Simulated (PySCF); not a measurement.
## Relaxation of singlet InSF

Method: PySCF, PBE0, basis In def2-TZVP with ECP28, S def2-TZVP, F def2-TZVP (scalar-relativistic core potentials, no spin–orbit coupling, density fitting). A (50,194) grid was used.

A hand-made linear start, of C∞v symmetry, held to at least that symmetry:

```xyz
3
charge 0 multiplicity 1, angstrom
In    0.0000    0.0000    0.2074
S     0.0000    0.0000   -2.0926
F     0.0000    0.0000    2.2674
```

At each step, columns x, y, z (Å) and Fx, Fy, Fz (eV/Å):

```
step 0  E − E(last) = 31.74 kJ/mol
In   0.000   0.000   0.207   0.000   0.000   0.598
S    0.000   0.000  -2.093   0.000   0.000   1.796
F    0.000   0.000   2.267   0.000   0.000  -2.394
step 1  E − E(last) = 1.27 kJ/mol
In   0.000   0.000   0.223   0.000   0.000  -0.211
S    0.000   0.000  -1.989   0.000   0.000   0.604
F    0.000   0.000   2.148   0.000   0.000  -0.393
step 2  E − E(last) = 0.21 kJ/mol
In   0.000   0.000   0.219   0.000   0.000  -0.068
S    0.000   0.000  -1.953   0.000   0.000  -0.189
F    0.000   0.000   2.116   0.000   0.000   0.257
step 3  E − E(last) = 0.00 kJ/mol
In   0.000   0.000   0.218   0.000   0.000   0.036
S    0.000   0.000  -1.963   0.000   0.000  -0.003
F    0.000   0.000   2.127   0.000   0.000  -0.034
step 4  E − E(last) = 0.00 kJ/mol
In   0.000   0.000   0.219   0.000   0.000  -0.010
S    0.000   0.000  -1.963   0.000   0.000   0.006
F    0.000   0.000   2.126   0.000   0.000   0.004
```

It ends at C∞v with In–F 1.907 Å, In–S 2.181 Å; F–In–S 180.0°. A frequency run shows a minimum. Other isomers or separated fragments may lie lower.

The relaxation took of the order of 21 core-seconds on a shared host.
